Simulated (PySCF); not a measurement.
## Stationary points of H₄WO

All numbers come from PBE0/[W def2-TZVP with ECP60, O def2-TZVP, H def2-TZVP], scalar-relativistic core potentials, density fitting, no spin–orbit coupling, PySCF.

Relaxations began from a few typed shapes. The search is not exhaustive: other isomers or separated fragments can lie lower, and high-lying points may rest on an excited occupation.

| spin | group | bonds | angles | imaginary modes (cm⁻¹) | ΔE (kJ/mol) | ΔE with ZPE (kJ/mol) |
| --- | --- | --- | --- | --- | --- | --- |
| singlet | Cs | W–H 1.685 Å (×2), W–H 1.697 Å, W–H 1.772 Å, W–O 1.672 Å | H–W–H 59.4° (×2), H–W–H 110.4° (×2), H–W–H 118.7°, H–W–H 132.1°, H–W–O 99.1° (×2) | none | 0.0 | 0.0 |
| singlet | C4v | W–H 1.731 Å (×4), W–O 1.688 Å | H–W–H 79.8° (×4), H–W–H 130.1° (×2), H–W–O 114.9° (×4) | 843i, 843i | 77.1 | – |
| singlet | C3v | W–H 1.686 Å (×3), W–H 1.870 Å, W–O 1.714 Å | H–W–H 87.0° (×3), H–W–H 119.7° (×3), H–W–O 93.0° (×3), H–W–O 180.0° | 2 found | 150.8 | – |

The lowest minimum found is the singlet Cs: W–H 1.685 Å (×2), W–H 1.697 Å, W–H 1.772 Å, W–O 1.672 Å; H–W–H 59.4° (×2), H–W–H 110.4° (×2), H–W–H 118.7°, H–W–H 132.1°, H–W–O 99.1° (×2).

For the lowest minimum: no spin–orbit coupling is included, which matters more the heavier the element.
